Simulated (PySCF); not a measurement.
## J couplings in C₆H₁₂O

Bonds (- single, = double, # triple, : aromatic): O1-C2, C2-C3, C3-C4, C4-C5, C5-C6, C6-C7, C7-C2. O1 carries H8; C2 carries H9; C3 carries H10, H11; C4 carries H12, H13; C5 carries H14, H15; C6 carries H16, H17; C7 carries H18, H19. H10, H13, H15, H17, H18 are cis to O1 on the ring; H11, H12, H14, H16, H19 are trans to O1 on the ring.

Indirect spin–spin couplings were computed at B3LYP/pcJ-1 (without the spin–dipole term) (PySCF 2.14.0 with density-fitted response routines) on a PBE0-D3(BJ)/def2-SVP structure, for the isolated molecule, without vibrational or relativistic corrections. Couplings are averaged over pairs made equivalent by symmetry, fast rotation or ring inversion, so a value needn't be that of the named pair in this geometry, while other rotamers aren't included; one pair stands for each set, and the list holds a selection of those of at least 1.5 Hz over up to four bonds, among pairs with at least one C or H atom (others weren't computed).

Isotopes: 13C, 1H, 17O. Couplings to quadrupolar nuclei such as 17O and 33S are rarely resolved in practice.

```tsv
pair	bonds	J (Hz)
O1, C2	1	?
O1, H8	1	-70.0
C2, C3	1	?
C2, H9	1	144.6
C3, C4	1	?
C3, H10	1	126.1
C3, H11	1	137.3
C4, C5	1	?
C4, H12	1	128.8
C4, H13	1	135.1
C5, H14	1	?
C5, H15	1	128.8
C4, H10	2	?
C4, H11	2	-3.0
C4, H15	2	-3.3
C2, C5	3	1.7
C2, H13	3	10.3
C3, H19	3	6.8
C4, H16	3	2.4
C5, H10	3	?
C5, H11	3	8.8
H9, H10	3	?
H10, H12	3	14.5
H10, H13	3	4.2
H13, H15	3	4.1
H13, H17	4	2.2
```

Estimate the withheld couplings, with signs.

Answers


- 1J(O1,C2) = 20.4 Hz (bond length 1.406 Å)
- 1J(C2,C3) = 35.8 Hz (bond length 1.526 Å)
- 1J(C3,C4) = 33.4 Hz (bond length 1.525 Å)
- 1J(C4,C5) = 34.6 Hz (bond length 1.525 Å)
- 1J(C5,H14) = 134.2 Hz (bond length 1.102 Å, sp3 carbon)
- 2J(C4,H10) = -3.6 Hz (angle at C3 109°)
- 3J(C5,H10) = 2.3 Hz (dihedral angle 65°)
- 3J(H9,H10) = 11.7 Hz (dihedral angle 176°)
